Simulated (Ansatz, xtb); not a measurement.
**Relaxing a trial structure of CH2BeCl**

The starting geometry of this gas-phase doublet has its atoms placed at random.

```xyz
5

C     0.6483    1.3958   -0.5297
Be    0.3230    1.4620    0.9015
Cl    0.8151   -0.7227    0.2794
H     1.3285    0.4206    0.5045
H     0.2056    0.2508   -0.2508
```

Problem. Guess where an optimisation with r2SCAN-D4/def2-SVP ends from this start.

Solution. It ends as `[CH2][Be][Cl]`. Distances that change by over a tenth: C1–Be2 (1.47 → 1.65 Å), C1–H5 (1.26 → 1.10 Å). Contacts that open: Be2–H4 (1.50 → 2.45 Å), Cl3–H4 (1.27 → 4.20 Å), Cl3–H5 (1.26 → 4.20 Å). Contacts that close: C1–H4 (1.58 → 1.10 Å), Be2–Cl3 (2.32 → 1.83 Å).

The energy falls by 11.75 eV over 16 steps:

| step | E − E(last) (eV) |
| --- | --- |
| 1 | 11.746 |
| 3 | 7.677 |
| 4 | 6.022 |
| 6 | 3.506 |
| 8 | 1.726 |
| 9 | 1.204 |
| 11 | 0.476 |
| 13 | 0.057 |
| 14 | 0.000 |
| 16 | 0.000 |

Final geometry (Å):

```xyz
5

C     0.8418    1.0126   -0.4206
Be    0.4630    0.0509    0.8609
Cl    0.0435   -1.0150    2.2818
H     1.8103    1.5150   -0.5628
H     0.1619    1.2429   -1.2544
```

From the same start GFN2-xTB reaches the same bonding as this run.

From so rough a start the end depends on the optimiser's path, so another program may land elsewhere. No frequencies were run, so the end isn't proven a minimum. Open shells are spin-unrestricted. Run with Ansatz 0.2.0, 2.2 min on 1 thread of Arm Neoverse N1 (shared host).
